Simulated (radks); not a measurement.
Question: The nickel ion Ni12+, 16 electrons, occupied as [Ne] 3s2 3p4. Method: scalar-relativistic Kohn-Sham, PBE, spin-polarised, spherical densities, finite nucleus; open shells are filled with parallel spins first; Fermi nuclear charge, rms radius 3.7757 fm; computed with a radial shooting solver on a logarithmic mesh with Libxc functionals. Some entries of the table are withheld. Estimate them.

orbital  occ.  eigenvalue (hartree)  r(max) (bohr)  <r> (bohr)
1s up       1             -315.0727        0.03540     0.05410
1s down     1             -315.0155        0.03540     0.05409
2s up       1             -49.26503         0.2041      0.2436
2s down     1             -49.22108         0.2042      0.2434
2p up       3             -44.28271         0.1645      0.2139
2p down     3             -44.21772         0.1646      0.2139
3s up       1             -15.28123         0.5978      0.6500
3s down     1             -15.06163         0.5982      0.6520
3p up       3             -13.74945         0.5895      0.6484
3p down     1             -13.53306         0.5900      0.6507
3d up       0             -11.43240         0.5086      0.6114
3d down     0             -11.24376         0.5057      0.6120
4s up       0              -7.06267            (1)         (2)
4s down     0              -6.99075            (3)         (4)
4p up       0              -6.49722          1.333       1.355
4p down     0              -6.42866          1.340       1.363

Answer: 
(1) 4s up r(max) (bohr): 1.297
(2) 4s up <r> (bohr): 1.320
(3) 4s down r(max) (bohr): 1.303
(4) 4s down <r> (bohr): 1.327
